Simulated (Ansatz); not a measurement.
Calculated with Ansatz (gas phase, PBE0-D4/def2-TZVP geometries, no zero-point term in ΔE). CCSD(T)/CBS adds triple-zeta CCSD(T) − MP2 to the extrapolated MP2 energy (def2 sets, frozen cores). This one scheme is used for every species. DFT in def2-TZVPP. For Ge outer-core shells are correlated without core-valence functions, which leaves a few kJ/mol of doubt a bond. Scalar relativity is left out up to krypton.

Reaction (cleavage of the Si–Ge bond): `Cl[SiH](Cl)[GeH3]` + HCl → `Cl[SiH](Cl)Cl` + GeH₄

```json
{"level": "r2SCAN-D4", "ΔE (eV)": "-0.87"}
{"level": "ωB97X-V", "ΔE (eV)": "-0.87"}
```

(1) What does CCSD(T)/CBS give? (An estimate is asked.)

Largest T1 diagnostic among the species: 0.012.

Results:

(1) The calculation gave: -0.84 eV. The listed levels differ from it by -0.03, -0.03 eV.

In def2-TZVPP, CCSD(T) changes the Hartree–Fock value by +0.16 eV (the triples alone add +0.01 eV) and MP2 by +0.09 eV. From BLYP to BHLYP (50 % exact exchange), in def2-TZVPP and without D4, ΔE moves by −0.09 eV. Leaving LDA and LC-ωPBE aside and taking each functional with its dispersion term where it has one, the values, not all of them listed here, spread over 0.19 eV, from B97M-V to PBE-D4.
